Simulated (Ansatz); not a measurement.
`CCCI` + `C[N](C)[InH][SH]` → `C[CH2][In]([SH])[N](C)C` + `CI`  (formal exchange of groups at a C–C bond)

Computed with Ansatz on PBE0-D4/def2-TZVP structures; ΔE is electronic, products minus reactants. CCSD(T)/CBS is the MP2 limit (def2-TZVPP, def2-QZVPP) plus CCSD(T) − MP2 in def2-TZVPP, frozen cores. Functionals use def2-TZVPP. def2 core potentials past Kr. For I, In outer-core shells are correlated without core-valence functions, which leaves a few kJ/mol of doubt a bond. One conformer a species, not always the lowest.

| level | ΔE (eV) |
| --- | --- |
| PBE-D4 | -0.06 |
| MP2/def2-QZVPP | -0.11 |

What does CCSD(T)/CBS give? (Best estimate.)

Computed: -0.09 eV. The listed levels differ from it by 0.03, -0.02 eV.

Largest T1 diagnostic among the species: 0.015.

In def2-TZVPP, CCSD(T) changes the Hartree–Fock value by −0.09 eV (the triples alone add −0.01 eV) and MP2 by −0.12 eV.
